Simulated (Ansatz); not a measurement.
**Relative stability**

Two relaxed structures of Si2H3OF, singlet (PBE0-D4/def2-TZVP; forces vanish, vibrations not checked).

A:

O1  (-1.172, 0.750, -0.966)
Si2  (-0.430, 1.957, -0.433)
Si3  (0.460, -1.461, 0.362)
F4  (1.068, -0.018, 0.785)
H5  (1.319, -2.452, 1.056)
H6  (0.574, -1.623, -1.101)
H7  (-0.930, -1.561, 0.850)
(Å)

B:

O1  (-1.592, 1.220, -1.493)
Si2  (-0.436, 1.188, -0.504)
Si3  (0.294, -0.886, 0.350)
F4  (1.524, -0.651, 1.351)
H5  (0.276, 2.414, -0.032)
H6  (0.746, -1.751, -0.767)
H7  (-0.812, -1.533, 1.095)
(Å)

Ansatz 0.2.0; basis: def2-TZVPP; cores frozen in the correlated methods. B3LYP uses VWN-RPA correlation.

Task: Which structure is lower at CCSD(T), and by how much? (To be estimated.)

Result: Computed: A, by 0.354 eV (electronic energy, against the other). By their contacts, A is a complex of SiH₃F ([F][SiH3]) + SiO and B is Si₂H₃OF ([O][SiH][SiH2][F]).

All methods give the same order:

```csv
method,E(B) − E(A) (eV)
PBE-D4,0.084
r2SCAN-D4,0.063
PBE0-D4,0.070
B3LYP-D4,0.289
wB97M-V,0.455
HF,0.353
MP2,0.331
CCSD,0.354
CCSD(T),0.354
```

No T1 diagnostic of these runs exceeds 0.019.

Labels in which every atom is bracketed show which atoms are joined, not bond orders.

For scale, one of the runs: CCSD(T)/def2-TZVPP, 188 basis functions, launched by `ansatz run in.yaml --threads 2 --pin off --events-out ev --progress --plain --max-ram 4352MiB`. Time: 55 s of wall clock on 2 CPU threads of an Arm Neoverse V1; the host was shared. Peak host memory: 1.9 GiB.
